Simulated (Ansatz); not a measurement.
Isolated molecules relaxed with PBE0-D4/def2-TZVP in Ansatz; ΔE leaves out vibrations. CCSD(T)/CBS is the MP2 limit (def2-TZVPP, def2-QZVPP) plus CCSD(T) − MP2 in def2-TZVPP, frozen cores. This one scheme is used for every species. DFT in def2-TZVPP. B3LYP here is the variant with VWN-RPA as its local correlation; programs differ in this. HSE06 is defined as in plane-wave codes. For Mg outer-core shells are correlated without core-valence functions, which leaves a few kJ/mol of doubt a bond. Each species was taken in one conformer, which may not be the lowest.

`[CH3][Mg][Cl]` + silanol → `[SiH3][O][Mg][Cl]` + CH₄  (ligand exchange at a Mg–C bond)

`[CH3][Mg][Cl]`:

Cartesian coordinates in Å:
```
C -0.560 -0.135 0.631
Mg 0.794 0.191 -0.896
Cl 2.231 0.536 -2.516
H -1.292 -0.900 0.359
H -1.113 0.777 0.876
H -0.060 -0.469 1.544
```

`O[SiH3]`:

```xyz
6

O     0.465   -1.114    0.430
Si    0.027    0.365   -0.148
H    -0.231   -1.713    0.699
H    -0.819    0.250   -1.368
H     1.291    1.063   -0.478
H    -0.734    1.148    0.864
```

`[SiH3][O][Mg][Cl]`:

Cartesian coordinates in Å:
```
Si 0.581 -1.051 0.444
O -0.152 0.274 -0.116
Mg -0.959 1.736 -0.734
Cl -1.944 3.519 -1.487
H 2.039 -1.034 0.129
H 0.436 -1.160 1.925
H -0.001 -2.284 -0.162
```

CH₄:

```xyz
5

C     0.000    0.000    0.000
H     0.770   -0.765    0.093
H    -0.946   -0.390    0.373
H    -0.110    0.279   -1.048
H     0.286    0.876    0.581
```

| level | ΔE (kJ/mol) |
| --- | --- |
| r2SCAN-D4 | -169.4 |
| HSE06-D4 | -158.1 |
| r2SCAN | -169.0 |
| B3LYP | -165.5 |

Task: What does CCSD(T)/CBS give? (An estimate is asked.)

Result: Ansatz gave: -169.3 kJ/mol. The listed levels differ from it by -0.1, 11.2, 0.3, 3.8 kJ/mol.

Task: What do rigid-rotor, harmonic-oscillator terms from PBE0-D4/def2-TZVP frequencies (298.15 K, 1 bar) make of the CCSD(T)/CBS value? (An estimate is asked.)

Result: The calculation gave: ΔZPE = +2.8 kJ/mol, ΔH = -165.0 kJ/mol, ΔS = -21 J/(mol·K), ΔG = -158.7 kJ/mol.

Largest T1 diagnostic among the species: 0.011.

From BLYP to BHLYP (50 % exact exchange), in def2-TZVPP and without D4, ΔE moves by −11.3 kJ/mol. At CCSD(T), def2-SVP lies −22.9 kJ/mol from the extrapolated value and def2-TZVPP +2.8 kJ/mol.
